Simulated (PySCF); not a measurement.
Isomers of C4H4FNO2, one GFN2-xTB conformer each. Single-point energies are computed at PBE0/pcSseg-1 (PySCF, gas phase, no added dispersion term), electronic only.

| SMILES | GFN2-xTB relative energy (kJ/mol) |
| --- | --- |
| FCOc1cocn1 | 0.0 |
| N#C[C@@H]1CO[C@H](F)O1 | 83.4 |

Conformers: `[F:1][CH2:2][O:3][c:4]1[cH:5][o:6][cH:7][n:8]1` with F1–C2–O3–C4 -81°, C2–O3–C4–C5 166°; `[N:1]#[C:2][C@@H:3]1[CH2:4][O:5][C@H:6]([F:7])[O:8]1` with C2–C3–C4–O5 -125°, C3–C4–O5–C6 24°, C4–O5–C6–F7 83°, O5–C6–O8–C3 32°.

Q: What does PBE0/pcSseg-1 give for the same structures?

A: 
```tsv
SMILES	PBE0/pcSseg-1 E (Eh)	PBE0/pcSseg-1 (kJ/mol)	GFN2-xTB (kJ/mol)	point group
FCOc1cocn1	-459.30106	0.0	0.0	C1
N#C[C@@H]1CO[C@H](F)O1	-459.29982	3.2	83.4	C1
```

Both levels put the same isomer lowest. As drawn, the lower has an aromatic ring, which the higher lacks; the higher has a C≡N group, which the lower lacks. Neighbours under 10 kJ/mol apart (FCOc1cocn1 and N#C[C@@H]1CO[C@H](F)O1) can change places with a better method, another conformer or zero-point energy.

Q: Which frontier levels, dipoles and rotational constants go with these structures?

A: 
| SMILES | HOMO (eV, PBE0/pcSseg-1) | LUMO (eV) | dipole (D) | A, B, C (MHz) |
| --- | --- | --- | --- | --- |
| FCOc1cocn1 | -6.96 | -0.31 | 1.67 | 5790, 1342, 1205 |
| N#C[C@@H]1CO[C@H](F)O1 | -9.11 | -0.29 | 4.11 | 3702, 1811, 1572 |
